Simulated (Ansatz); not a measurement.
Program: Ansatz. Geometries: PBE0-D4/def2-TZVP. ΔE: electronic, gas phase. CBS: MP2 limit from def2 TZ/QZ plus the TZ coupled-cluster correction, frozen cores. DFT in def2-TZVPP. For Br outer-core shells are correlated without core-valence functions, which leaves a few kJ/mol of doubt a bond. Scalar relativity is left out up to krypton. One conformer a species, not always the lowest.

`C[O][Al]([F])[Br]` + `COB(Br)OC` → `C[O][Al]([F])[O]C` + `COB(Br)Br`  (redistribution)

```
     level  ΔE (kJ/mol)
    PBE-D4         90.0
   PBE0-D4         96.1
r2SCAN0-D4        100.3
   ωB97M-V         99.2
```

**Question.** What does CCSD(T)/CBS give? (Best estimate.)

**Answer.** Ansatz gave: +95.1 kJ/mol. The listed levels differ from it by -5.1, 1.0, 5.2, 4.1 kJ/mol.

Largest T1 diagnostic among the species: 0.012.

From PBE to PBE0 (25 % exact exchange), in def2-TZVPP and without D4, ΔE moves by +6.0 kJ/mol. At CCSD(T), def2-SVP lies +11.5 kJ/mol from the extrapolated value and def2-TZVPP +0.1 kJ/mol.
